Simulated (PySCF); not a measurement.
**¹⁷O chemical shifts**

- shieldings: GIAO PBE0/pcSseg-1
- geometry: GFN2-xTB
- run in PySCF 2.14
- one conformer, fast rotation and ring inversion assumed for equivalent nuclei, gas phase, non-relativistic Hamiltonian

Shieldings were converted by a linear fit to measured shifts: ¹⁷O: δ = 266.70 − 0.911σ (rms 10.7 ppm, 155 shifts, 12.2 ppm with the 3 outliers that the fit left out vs liquid water, solution or neat liquid). Occasional misses reach two or three times the rms, and more in compound classes unlike the fitted ones.

Give the ¹⁷O shifts of `C[P@]1(=O)C[C@H](C(F)(F)F)C1`, `O=CO[C@@H]1[SiH2]O[SiH2]C1=O`, `C=CC[P@](C)(=O)C(F)(F)F`, `C1=COCCC1`, `N[Si@@H]1N[SiH2]CO[C@@H]1OC=O`.

Results:


| compound | environment | δ (ppm) |
| --- | --- | --- |
| C[P@]1(=O)C[C@H](C(F)(F)F)C1 | P=O oxygen | 108.0 |
| [O:1]=[CH:2][O:3][C@@H:4]1[SiH2:5][O:6][SiH2:7][C:8]1=[O:9] | O9: carbonyl oxygen | 699.2 |
| [O:1]=[CH:2][O:3][C@@H:4]1[SiH2:5][O:6][SiH2:7][C:8]1=[O:9] | O1: ester carbonyl oxygen | 320.8 |
| [O:1]=[CH:2][O:3][C@@H:4]1[SiH2:5][O:6][SiH2:7][C:8]1=[O:9] | O3: ester alkoxy oxygen | 165.2 |
| [O:1]=[CH:2][O:3][C@@H:4]1[SiH2:5][O:6][SiH2:7][C:8]1=[O:9] | O6: oxygen bonded to 2 Si, in a 5-membered ring | 21.5 |
| C=CC[P@](C)(=O)C(F)(F)F | P=O oxygen | 44.5 |
| C1=COCCC1 | ether oxygen | 64.0 |
| [NH2:1][Si@@H:2]1[NH:3][SiH2:4][CH2:5][O:6][C@@H:7]1[O:8][CH:9]=[O:10] | O10: ester carbonyl oxygen | 345.9 |
| [NH2:1][Si@@H:2]1[NH:3][SiH2:4][CH2:5][O:6][C@@H:7]1[O:8][CH:9]=[O:10] | O8: ester alkoxy oxygen | 200.7 |
| [NH2:1][Si@@H:2]1[NH:3][SiH2:4][CH2:5][O:6][C@@H:7]1[O:8][CH:9]=[O:10] | O6: ether oxygen | -0.4 |
